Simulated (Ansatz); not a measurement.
C3H7GeN can be A, `C[CH]([GeH3])C#N`, or B, `CC#[C][GeH2][NH2]`.

Program: Ansatz. Geometries: PBE0-D4/def2-TZVP. ΔE: electronic, gas phase. CCSD(T)/CBS adds triple-zeta CCSD(T) − MP2 to the extrapolated MP2 energy (def2 sets, frozen cores). DFT in def2-TZVPP. B3LYP here is the variant with VWN-RPA as its local correlation; programs differ in this. For Ge outer-core shells are correlated without core-valence functions, which leaves a few kJ/mol of doubt a bond. Scalar relativity is left out up to krypton. Each species was taken in one conformer, which may not be the lowest.

(1) Which isomer does CCSD(T)/CBS put lower? Give the gap. (An estimate is asked.)

(2) Give E(B) − E(A) in kcal/mol with CCSD(T)/def2-TZVPP, r2SCAN-D4, PBE0-D4, CCSD/def2-TZVPP, B2PLYP, PBE-D4, B3LYP-D4. (An estimate is asked.)

Largest T1 diagnostic: 0.012.

## Answers

(1) Ansatz gave: A, by 12.0 kcal/mol.

(2) The calculation gave: CCSD(T)/def2-TZVPP 13.1, r2SCAN-D4 12.4, PBE0-D4 12.9, CCSD/def2-TZVPP 13.0, B2PLYP 11.8, PBE-D4 13.4, B3LYP-D4 12.7. None reverses the order clearly.

The D4 term adds +1.3 kcal/mol with B3LYP and +0.7 kcal/mol with PBE0; it sums over pairs of atoms, weighted by their polarisabilities, and B3LYP, whose exchange is more repulsive, gets the larger term.
